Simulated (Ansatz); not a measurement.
Input for Ansatz (a first-principles code): U-CCSDT(Q)/cc-pVDZ on CH3N (SMILES C[N]), 2S+1 = 3, a spin state set in the input, which need not be the lowest.

Ansatz 0.2 input:
```yaml
crystal:
  periodic: [false, false, false]
  atoms:
    - {symbol: C, position_ang: [-0.53714966, 0.06109661, 0.04070015]}
    - {symbol: N, position_ang: [0.85730752, -0.09751209, -0.06495870]}
    - {symbol: H, position_ang: [-0.87228550, -0.09280519, 1.07763604]}
    - {symbol: H, position_ang: [-0.84177745, 1.07235800, -0.26879967]}
    - {symbol: H, position_ang: [-1.06419173, -0.66354786, -0.59832635]}
basis:
  gaussian:
    orbitals: cc-pVDZ
magnetization: {spin_polarized: true, initial_magnetization: 2}
correlation: {method: ccsdt_q, electrons: outside_noble_gas}
scf: {omitted_lower_state_checks: [cluster_reference]}
```

Program output:

```
WARN ansatz: RAYON_NUM_THREADS=1 ignored (pool sized by the plan → 1); use --threads N
Functional definition: HF
these checks for a lower state are left out or cut short: cluster_reference
integrals: 0.02 GiB planned
818 factors; integrals over basis functions are off by at most 1.3e-7 eV
mean field: 0.09 GiB planned
mean field evaluation 1: about -2556.3826 eV, gradient 1.3e1 eV
mean field evaluation 2: about -2556.3838 eV, gradient 1.3e1 eV
mean field evaluation 4: about -2558.1292 eV, gradient 1.9e0 eV
mean field evaluation 8: about -2558.1766 eV, gradient 3.7e-4 eV
mean field -2558.17660948 eV, -94.0112564042 hartree, gradient 2.5e-6 eV, S^2 2.019614; 0 other end points of the search recorded, 0 dependent functions left out
2 core orbitals not correlated
reference -2558.17660948 eV, -94.0112564042 hartree; 7, 5 occupied and 34, 36 virtual orbitals, 818 factors
second order -6.61882728 eV of doubles, -0.00000000 eV of singles
coupled cluster: 0.51 GiB planned
cycle   1  -7.29146392 eV  change   -6.7e-1 eV  update   6.5e-2
cycle   2  -7.66100947 eV  change   -3.7e-1 eV  update   2.5e-2
cycle   3  -7.76566043 eV  change   -1.0e-1 eV  update   1.4e-2
cycle   4  -7.75615251 eV  change    9.5e-3 eV  update   5.4e-3
cycle   5  -7.75780184 eV  change   -1.6e-3 eV  update   2.8e-3
cycle   6  -7.75946796 eV  change   -1.7e-3 eV  update   1.1e-3
cycle   7  -7.75905799 eV  change    4.1e-4 eV  update   4.3e-4
cycle   8  -7.75927062 eV  change   -2.1e-4 eV  update   1.9e-4
cycle   9  -7.75931320 eV  change   -4.3e-5 eV  update   7.7e-5
cycle  10  -7.75922727 eV  change    8.6e-5 eV  update   3.5e-5
cycle  11  -7.75925556 eV  change   -2.8e-5 eV  update   1.6e-5
cycle  12  -7.75926813 eV  change   -1.3e-5 eV  update   5.9e-6
cycle  13  -7.75927622 eV  change   -8.1e-6 eV  update   2.8e-6
cycle  14  -7.75927798 eV  change   -1.8e-6 eV  update   1.2e-6
cycle  15  -7.75927796 eV  change    2.7e-8 eV  update   5.7e-7
perturbative correction -0.00899876 eV, -0.0003306983 hartree
Total energy: -2565.94488620 eV, -94.2967353080 hartree
Checks for a lower state left out: cluster_reference
```

The calculation finished and met its thresholds.

Cost: very roughly 40 core-seconds.
